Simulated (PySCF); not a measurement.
System: 1,1,1,2,2,3,3,3-octafluoropropane, C3F8, net charge 0, singlet state. SMILES: FC(C(F)(F)F)(F)C(F)(F)F
Geometry from a B3LYP-D3(BJ)/def2-TZVP (Ansatz) optimisation:
```
C
F 1 1.3464
F 1 1.3464 2 109.15
C 1 1.5568 2 107.96 3 117.13
F 4 1.3337 1 108.80 2 -59.21
F 4 1.3338 5 108.81 1 -120.68
F 4 1.3338 5 108.82 6 -118.63
C 1 1.5568 2 107.98 3 -117.12
F 8 1.3337 1 108.80 2 58.69
F 8 1.3338 9 108.81 1 -120.68
F 8 1.3338 9 108.82 10 -118.63
```
Charge 0, spin multiplicity 1.

Dispersion corrections to the total energy (kcal/mol) from the dftd3 and dftd4 libraries through PySCF: D3(BJ) without and D4 with the three-body term, each with the damping fitted for the functional named.

```
functional      D3(BJ)          D4
----------  ----------  ----------
TPSSh            -5.78  (withheld)
PBE0             -4.32       -5.22
BLYP        (withheld)      -13.93
B2GP-PLYP   (withheld)       -2.60
HF              -37.55      -23.20
revPBE          -13.22      -21.52
HSE06            -3.13       -4.80
```

Problem. What belongs in the gaps?

Solution. 
- TPSSh, D4: -7.70
- BLYP, D3(BJ): -10.62
- B2GP-PLYP, D3(BJ): -2.72
